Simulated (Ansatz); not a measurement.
Geometry optimisation, RKS PBE/def2-SVP in Ansatz 0.2.0.

Input:

```yaml
crystal:
  periodic: [false, false, false]
  atoms:
    - { symbol: Hf, position_ang: [0.285168, -0.648623, -0.729766] }
    - { symbol: O, position_ang: [0.476843, 0.16018, 2.42844] }
    - { symbol: Si, position_ang: [-0.944528, 0.019024, 3.349135] }
    - { symbol: H, position_ang: [-1.865112, -1.059046, 2.835847] }
    - { symbol: H, position_ang: [-0.632809, -0.269866, 4.794547] }
    - { symbol: H, position_ang: [-1.623139, 1.353939, 3.238488] }
    - { symbol: "N", position_ang: [2.097312, 0.270867, -0.728994] }
    - { symbol: H, position_ang: [2.832807, 0.03503, -1.41581] }
    - { symbol: H, position_ang: [2.42209, 1.073404, -0.164931] }
    - { symbol: "N", position_ang: [-1.257832, 0.566097, -0.186362] }
    - { symbol: H, position_ang: [-2.133564, 0.744169, -0.696587] }
    - { symbol: H, position_ang: [-1.199847, 1.232747, 0.598329] }
    - { symbol: F, position_ang: [-0.097869, -1.291664, -2.503029] }
    - { symbol: S, position_ang: [0.632588, -2.700741, 0.729515] }
    - { symbol: H, position_ang: [-0.702394, -2.91321, 0.944654] }
    - { symbol: H, position_ang: [0.950088, -0.712207, 2.360926] }
basis:
  gaussian: { orbitals: def2-SVP }
hamiltonian:
  xc: pbe
relax:
  f_tol: 0.03
  max_steps: 50
```

Command:

```bash
$ ansatz run input.yaml --threads 4 --pin off --max-ram 5120MiB --backend cpu --events-out ev --progress --plain --runs-dir out
```

Q: Where does it end, and by what steps?

A: The forces met the threshold. After 18 steps the energy has fallen by 0.302 eV; H6 moved furthest, 1.01 Å. Joined: Hf1–O2 (3.27 → 2.43 Å).

```
step  energy less start (eV)  largest force component (eV/Å)  accepted
   0                  0.0000                           0.459       yes
   1                 -0.0489                           0.385       yes
   2                 -0.0923                           0.274       yes
   3                 -0.1829                           0.302       yes
   4                 -0.1820                           0.812        no
   5                 -0.2351                           0.197       yes
   6                 -0.2547                           0.292       yes
   7                 -0.2663                           0.220       yes
   8                 -0.2754                           0.251       yes
   9                 -0.2846                           0.246       yes
  10                 -0.2896                           0.191       yes
  11                 -0.2925                           0.205       yes
  12                 -0.2957                           0.145       yes
  13                 -0.2982                           0.099       yes
  14                 -0.2999                           0.073       yes
  15                 -0.3007                           0.066       yes
  16                 -0.3010                           0.062       yes
  17                 -0.3013                           0.036       yes
  18                 -0.3015                           0.026       yes
```

```xyz
16
Properties=species:S:1:pos:R:3
Hf 0.300 -0.636 -0.416
O 0.367 -0.422 2.004
Si -0.606 0.309 3.204
H -1.916 -0.410 3.344
H 0.122 0.299 4.517
H -0.822 1.719 2.743
N 2.007 0.469 -0.236
H 2.624 0.727 -1.016
H 2.337 0.933 0.617
N -1.524 0.286 -0.177
H -2.220 0.235 -0.933
H -1.831 1.023 0.467
F 0.241 -0.967 -2.310
S 0.522 -3.023 0.533
H -0.822 -3.256 0.472
H 0.461 -1.426 2.041
```

Whether the end is a true minimum wasn't checked by a vibrational analysis.

The run took 65 s on 4 threads of Intel(R) Xeon(R) Platinum 8259CL CPU @ 2.50GHz (Skylake/Cascade Lake), on a shared host, peak memory 0.29 GiB.
